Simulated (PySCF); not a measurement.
**Ce²⁺ (cerium, charge +2) across methods**

[Xe] 4f1 6s1, high-spin 3F determinant (an excited configuration). Calculation: PySCF 2.14, in ANO-RCC-VTZP; the spin-free X2C one-electron Hamiltonian (Gaussian nucleus).

```
method  E (hartree)  mean ε 5p β (eV)  mean ε 4f α (eV)  mean ε 6s α (eV)  Σ⟨r²⟩ (bohr²)   ⟨S²⟩
   PBE     -8858.25           -37.983           -21.213           -15.266          53.96  2.000
r2SCAN     -8858.62           -38.631           -21.803           -15.307          54.26  2.001
   UHF  -8855.33089           -43.863           -30.249           -17.005          55.06  2.001
   LDA     -8851.23           -38.173           -21.143           -15.530          53.79  2.000
  PBE0     -8858.29           -39.777           -23.654           -15.820          54.08  2.001
```

Spin-orbit coupling, absent here, splits the open shell strongly.
